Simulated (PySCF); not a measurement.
# S²⁺: excitation energy

S²⁺ [Ne] 3s2 3p2 (3P) → S²⁺ [Ne] 3s1 3p3 (5S), as a difference of total energies. All numbers are calculated (PySCF 2.14, the non-relativistic Hamiltonian (point nucleus), in aug-cc-pwCVDZ). Correlated levels: valence and next inner shell: 1s2 frozen. The calculations carry no spin-orbit coupling.

| method | excitation energy (cm⁻¹) |
| --- | --- |
| UHF | 42569 |
| MP2 (valence and next inner shell) | 52180 |
| SCS-MP2 (valence and next inner shell) | 55350 |
| CCSD (valence and next inner shell) | 54950 |
| CCSD(T) (valence and next inner shell) | 55280 |

A first-order spin-orbit estimate (lowest level to lowest level, LS coupling) adds 0.061 eV.
